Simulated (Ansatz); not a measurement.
A barrier at the coupled-cluster level

Start structure (InSiH4Cl, singlet), relaxed at PBE0-D4/def2-TZVP:

In1  (-0.492, -1.276, 0.185)
Si2  (0.605, 0.988, -0.294)
H3  (-0.178, -2.915, -0.213)
Cl4  (-2.428, -1.086, 1.509)
H5  (0.662, 1.214, -1.763)
H6  (1.997, 0.990, 0.233)
H7  (-0.165, 2.085, 0.344)
(Å)

The step: InSiH₄Cl ([SiH3][InH][Cl]) → InCl + SiH₄; bonds formed: Si2–H3; bonds broken: In1–Si2, In1–H3. Program: Ansatz 0.2.0. Basis: def2-TZVPP and def2-QZVPP. Cores are frozen in the correlated methods. Filled d shells of the heavier atoms are correlated. Core potentials replace the inner electrons of the atoms past krypton. The def2 sets are not built for correlating such inner shells, so the correlated values are less sure here. Extrapolation: Hartree–Fock as exp(−7.88 √X), correlation as X^−2.97. Energies below are by CCSD(T) at an estimated basis limit (MP2 extrapolated from triple and quadruple zeta, plus CCSD(T) − MP2 in triple zeta).

What are the electronic barrier and the energy of the step, from the start structure to the end structure? (Judge from chemistry; the value comes from the calculation.)

The calculation gives: Barrier 216.1 kJ/mol; step energy -60.1 kJ/mol (downhill); reverse barrier, their difference, 276.2 kJ/mol. Barrier and step energy count from the start structure, the reverse barrier from the end structure.

The saddle point: One imaginary mode of 800i cm⁻¹.
```tsv
pair	start (Å)	saddle (Å)	end (Å)
Si2–H3	3.98	1.85	1.49
In1–Si2	2.56	2.53	4.02
In1–H3	1.72	2.05	3.68
```

Zero-point energy (harmonic, PBE0-D4): ZPE is 82.1 kJ/mol at the start and 78.9 kJ/mol at the saddle, so the barrier goes from 216.1 to 212.9 kJ/mol.

No T1 diagnostic of these runs exceeds 0.017. The start structure is not quite a true minimum (one mode of 31i cm⁻¹).

Losses and insertions of silylenes and their heavier kin drive the gas-phase chemistry of silicon and germanium vapour deposition.

Labels in which every atom is bracketed show which atoms are joined, not bond orders.

For scale, one of the runs: CCSD(T)/def2-TZVPP, 190 basis functions, launched by `ansatz run in.yaml --threads 4 --pin off --events-out ev --progress --plain --max-ram 9574MiB`. The run took 35 s on 4 CPU threads of an Arm Neoverse V2 (shared host), with 2.1 GiB of host memory at its peak.
